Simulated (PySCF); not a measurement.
## Basis and Hamiltonian dependence of the ionisation energy of Ni²⁺

Ni²⁺ [Ar] 3d8 (3F) → Ni³⁺ [Ar] 3d7 (4F). Calculated with PySCF 2.14 from differences of total energies of unrestricted determinants, without spin-orbit coupling. Values in eV.

| basis | Hamiltonian | functions | UHF | r2SCAN | PBE0 | MP2 (valence) | CCSD(T) (valence) | CCSD(T) (valence and next inner shell) |
| --- | --- | --- | --- | --- | --- | --- | --- | --- |
| STO-3G | non-relativistic | 18 | 12.505 | 14.623 | 14.321 | 12.531 | n/a | n/a |
| cc-pVDZ | non-relativistic | 43 | 33.155 | n/a | n/a | 35.259 | n/a | n/a |
| cc-pVDZ-DK | spin-free X2C | 43 | 32.887 | n/a | n/a | 35.008 | n/a | n/a |
| x2c-TZVPall | spin-free X2C | 48 | 32.610 | n/a | n/a | 34.536 | n/a | n/a |
| aug-cc-pVDZ-DK | spin-free X2C | 59 | 32.871 | 35.603 | 35.446 | 35.024 | 34.797 | n/a |
| ANO-RCC-VTZP | spin-free X2C | 59 | 32.612 | 35.465 | 35.302 | 34.880 | 34.661 | 34.849 |
| x2c-TZVPPall | spin-free X2C | 64 | 32.601 | 35.457 | 35.310 | 34.835 | 34.620 | 34.831 |
| def2-TZVPPD | non-relativistic | 67 | 32.873 | 35.720 | 35.561 | 35.090 | 34.878 | 35.088 |
| aug-cc-pVTZ-DK | spin-free X2C | 93 | 32.608 | 35.477 | 35.328 | 34.930 | n/a | n/a |
| dyall-acv2z | spin-free X2C | 101 | 32.592 | 35.449 | 35.316 | 34.655 | n/a | n/a |
| x2c-QZVPPall | spin-free X2C | 108 | 32.597 | 35.463 | 35.328 | 34.950 | n/a | n/a |
| aug-cc-pVTZ with one added diffuse shell each of s, p, d, f, g type | non-relativistic | 118 | 32.882 | 35.724 | 35.579 | 35.194 | n/a | n/a |
| aug-cc-pwCVTZ-DK | spin-free X2C | 127 | 32.599 | 35.466 | 35.324 | 34.995 | n/a | n/a |
| aug-cc-pwCVTZ | non-relativistic | 127 | 32.872 | 35.715 | 35.575 | 35.252 | n/a | n/a |

Frozen in the all-electron rows: valence: [Ar]; valence and next inner shell: [Ne].

At UHF, STO-3G lies more than 0.3 eV from the median of the rows with comparable relativity. Sets contracted for the neutral atom can be stiff in a shell that they treat as core.

Non-relativistic rows lack the scalar-relativistic shift.

Between the lowest levels the reference is 35.187 ± 0.019 eV (measured; NIST Atomic Spectra Database, ionization energies); it includes spin-orbit coupling, which these numbers lack.
